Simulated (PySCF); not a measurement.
CsK and its ions

r²SCAN; basis Cs def2-SVPD with ECP46, K def2-SVPD; scalar-relativistic core potentials; PySCF 2.14. Neutral (UKS): singlet (closed shell), Re = 4.465 Å, ωe = 64.4 cm⁻¹, De = 0.34 eV, HOMO -2.35 eV, LUMO -1.41 eV.

CsK⁺ (UKS): doublet (σ ↑), Re = 4.985 Å, ωe = 49.7 cm⁻¹, De = 0.56 eV to Cs⁺ + K. The energies at the minima are -619.95669 hartree for CsK and -619.82567 for CsK⁺.

Task: Work out the adiabatic ionisation energy, without and with harmonic zero-point energies (1 hartree = 27.2114 eV, 1 eV = 8065.5 cm⁻¹), and the change of the bond length.

Result: At r²SCAN: 0.13102 hartree = 3.565 eV between the minima; the zero-point term (49.7 − 64.4)/2 cm⁻¹ = -0.001 eV makes it 3.564 eV. Re changes by +52.0 pm against the neutral. Minus the HOMO energy is 2.35 eV, -1.22 eV from the value between the minima; self-interaction puts the Kohn–Sham level too high, less so with exact exchange. The electron leaves a σ orbital, and the longer bond of the ion fits a bonding orbital, or a change in how ionic the bond is.

CsK⁻ (UKS): doublet (σ ↑), Re = 5.021 Å, ωe = 40.0 cm⁻¹, De = 0.54 eV to Cs + K⁻. The energies at the minima are -619.95669 hartree for CsK and -619.97856 for CsK⁻.

Task: Work out the adiabatic electron affinity, without and with harmonic zero-point energies (1 hartree = 27.2114 eV, 1 eV = 8065.5 cm⁻¹), and the change of the bond length.

Result: At r²SCAN: 0.02187 hartree = 0.595 eV between the minima; the zero-point term (64.4 − 40.0)/2 cm⁻¹ = +0.002 eV makes it 0.597 eV. Re changes by +55.6 pm against the neutral. The electron enters a σ orbital; the charge polarises the partner, so the anion is bound more strongly.

Closed-shell solutions of metal pairs were not tested for spin polarisation, which can lower them a little. Weak bonds: CsK. Basis-set superposition, not corrected here, can be much of De in a small basis, most of all at correlated wavefunction levels. Spin–orbit coupling is left out. For an ion De counts to the pair picked by the measured ionisation energies or electron affinities, which need not be the lowest pair at this level. The highest Kohn–Sham level is positive in this anion. Much of that is self-interaction error, but it also means that the finite basis helps to hold the extra electron. States were picked by a PBE0 search and need not be the measured ground states.
